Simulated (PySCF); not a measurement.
Compound: C2H13NOSi3.
Atom-mapped SMILES: `[CH3:1][N:2]([CH3:3])[Si@@H:4]([SiH3:5])[O:6][SiH3:7]` (hydrogens: H8, H9, H10 on C1; H11, H12, H13 on C3; H14 on Si4; H15, H16, H17 on Si5; H18, H19, H20 on Si7)

Computed by this run: PBE0-D3(BJ)/def2-SVP geometry optimisation, gas phase in PySCF 2.14.0; density fitting, grid level 1; the optimiser is geomeTRIC in internal coordinates, started from a GFN2-xTB structure with every atom displaced at random (about 0.01 Å).

Step 11: E = -29430.1172 eV
```
atom  x, y, z in Å  |  force x, y, z in eV/Å
C1     -1.9668    1.2190   -0.2020    0.025   0.107   0.074
N2     -1.0421    0.1488    0.0866   -0.147   0.020  -0.105
C3     -1.3956   -1.0875   -0.5607    0.110  -0.120   0.025
Si4     0.3895    0.4541    1.0001    0.103   0.103   0.151
Si5     1.2116   -1.5922    1.8141   -0.114   0.029   0.005
O6      1.5390    1.3109    0.1212   -0.021  -0.220  -0.033
Si7     1.9519    1.0767   -1.4736    0.067   0.073  -0.062
H8     -2.9851    0.9868    0.1657    0.017   0.010  -0.019
H9     -2.0391    1.4153   -1.2877   -0.015   0.003  -0.046
H10    -1.6410    2.1558    0.2749   -0.031  -0.006   0.023
H11    -2.3957   -1.4409   -0.2470   -0.018   0.017   0.014
H12    -0.6786   -1.8866   -0.3211    0.028  -0.006   0.027
H13    -1.4118   -0.9898   -1.6633   -0.007   0.024  -0.012
H14     0.0757    1.3709    2.1324   -0.072  -0.007   0.013
H15     2.2892   -1.3696    2.8256    0.019   0.021  -0.018
H16     0.0594   -2.2713    2.4920    0.053  -0.041   0.002
H17     1.7347   -2.5026    0.7496    0.013   0.004  -0.030
H18     3.3184    1.6280   -1.6946   -0.005  -0.003  -0.004
H19     1.9489   -0.3838   -1.8074   -0.004   0.004  -0.004
H20     0.9879    1.7750   -2.3783    0.001  -0.014  -0.001
```

Step 12: E = -29430.1269 eV
```
atom  x, y, z in Å  |  force x, y, z in eV/Å
C1     -1.9664    1.2347   -0.2464   -0.001  -0.032   0.012
N2     -1.0686    0.1508    0.0746    0.023  -0.028   0.032
C3     -1.4416   -1.1212   -0.4885   -0.007   0.009  -0.038
Si4     0.3609    0.4498    0.9963    0.031   0.051   0.102
Si5     1.2044   -1.6061    1.7639   -0.070   0.037   0.024
O6      1.5040    1.3087    0.1182    0.025  -0.122  -0.005
Si7     2.0011    1.1126   -1.4561    0.025   0.036  -0.041
H8     -2.9860    1.0498    0.1439    0.008   0.013  -0.016
H9     -2.0487    1.3871   -1.3387   -0.012   0.010  -0.033
H10    -1.6050    2.1793    0.1874   -0.023  -0.001   0.016
H11    -2.4396   -1.4473   -0.1400   -0.017   0.005   0.009
H12    -0.7251   -1.9084   -0.2091   -0.001   0.014   0.009
H13    -1.4723   -1.0913   -1.5947   -0.012   0.009  -0.012
H14     0.0503    1.3464    2.1473   -0.030   0.015  -0.017
H15     2.3343   -1.3877    2.7183    0.012   0.015  -0.014
H16     0.0944   -2.3002    2.4940    0.041  -0.037  -0.003
H17     1.6776   -2.5023    0.6635    0.008   0.007  -0.017
H18     3.3534    1.7200   -1.6050   -0.003  -0.001  -0.002
H19     2.0708   -0.3422   -1.8064    0.000   0.008  -0.004
H20     1.0526    1.7844   -2.3962    0.004  -0.008  -0.001
```

**Question.** Estimate the geometry and energy of step 13. (The exact step hangs on the optimiser's Hessian estimate; all steps are aligned on step 12, rigid shifts and turns removed.)

**Answer.** E = -29430.1346 eV, largest force 0.097 eV/Å
```
atom  x, y, z in Å  |  force x, y, z in eV/Å
C1     -1.9703    1.2331   -0.2333    0.007  -0.032   0.007
N2     -1.0655    0.1537    0.0859   -0.002  -0.013   0.026
C3     -1.4186   -1.1110   -0.5073   -0.002   0.024  -0.018
Si4     0.3672    0.4494    1.0060   -0.025   0.011   0.065
Si5     1.1974   -1.6020    1.7945   -0.027   0.023   0.013
O6      1.5285    1.2673    0.1149    0.049  -0.081  -0.020
Si7     1.9836    1.0975   -1.4756    0.007   0.028  -0.003
H8     -2.9965    1.0228    0.1244    0.003   0.003  -0.010
H9     -2.0282    1.4123   -1.3240   -0.002   0.008  -0.011
H10    -1.6383    2.1715    0.2356   -0.009  -0.002   0.011
H11    -2.4234   -1.4446   -0.1860   -0.006  -0.001   0.003
H12    -0.7048   -1.8987   -0.2220   -0.009   0.009   0.001
H13    -1.4246   -1.0636   -1.6137   -0.008   0.003  -0.006
H14     0.0538    1.3646    2.1416   -0.014   0.025  -0.032
H15     2.3146   -1.3709    2.7614    0.004   0.008  -0.009
H16     0.0901   -2.3160    2.5075    0.028  -0.027   0.002
H17     1.7004   -2.4888    0.6985    0.000   0.012  -0.013
H18     3.3497    1.6682   -1.6393    0.000   0.001  -0.004
H19     2.0006   -0.3483   -1.8663    0.002   0.004  -0.002
H20     1.0345    1.8205   -2.3762    0.003  -0.002  -0.001
```

The energy changes by -0.0077 eV. The first-order estimate −F·Δx gives -0.0090 eV and the mean of the old and new forces, exact on a quadratic surface, -0.0079 eV. The step makes an angle of 78° with the force vector and moves no atom by more than 0.093 Å.

The cost below is that of the whole optimisation. On one thread, Arm Neoverse N1 (aarch64), no GPU, on a shared host, this took 10 min and 0.75 GiB of memory at its peak.
